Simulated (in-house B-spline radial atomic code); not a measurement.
Results of a calculation; reference values are marked as such.
**Two electrons in InAs: a parabolic dot with ħω = 29.2 meV in all three directions**

For InAs the NSM archive of the Ioffe Institute lists m* = 0.023 m0 and ε = 15.15. In so narrow a gap the band flattens within tens of meV, so real spacings are smaller, by up to some tenths.

Effective-mass model with parabolic bands, a uniform dielectric constant, no image charges, no central-cell or spin-orbit terms. Two-electron levels come from full CI in B-splines with partial waves to l = 5 (up to 0.001 effective hartree above the limit).

Task: What are the effective units, and what is the potential in them?

Result: Ha* = 27211.386 meV × 0.023/15.15² = 2.727 meV and a* = 0.0529177 nm × 15.15/0.023 = 34.86 nm. The frequency is ω = 10.7 Ha*. The one-electron levels are 3ω/2 = 16.0500 and 5ω/2 = 26.7500 Ha*.

In these units the lowest s and p orbitals lie at 16.0500 and 26.7500, and their Coulomb and exchange integrals are J_ss = 2.6099, J_sp = 2.1750 and K_sp = 0.435. (For a parabolic well J_ss = √(2ω/π).) Full CI gives 34.6358 for the ground singlet, 44.5225 for the sp triplet, 45.3362 for the sp singlet and 55.2225 for the lowest triplet of two s orbitals.

Task: What does it cost to add the second electron, to first order and exactly?

Result: To first order E = 2ε_s + J_ss = 34.7099, so the charging energy E(2) − 2E(1) is J_ss = 7.117 meV. CI gives 34.6358 − 2 × (16.0500) = 2.5358, or 6.915 meV: relaxation and correlation lower it by 0.2022 meV, 2.8 % of J_ss. The s² configuration of one-electron orbitals holds 99.7 % of the state, and the mean radius is 12.3 nm.

Task: How far above the singlet do the triplets lie?

Result: To first order the sp triplet lies at ε_s + ε_p + J_sp − K_sp = 44.5400, which is 26.8 meV above 2ε_s + J_ss. CI gives 44.5225 − (34.6358) = 9.8867, or 26.96 meV, 92 % of the orbital spacing of 29.18 meV. The ss triplet lies 56.14 meV up, so the lower of the two is the sp one, and its gap equals k_BT at 313 K. The sp singlet-triplet splitting is 2.219 meV, against 2K_sp = 2.372 meV. The sp singlet lies ħω above the ground state (10.7004 against 10.7), as Kohn's theorem demands for a parabolic well.
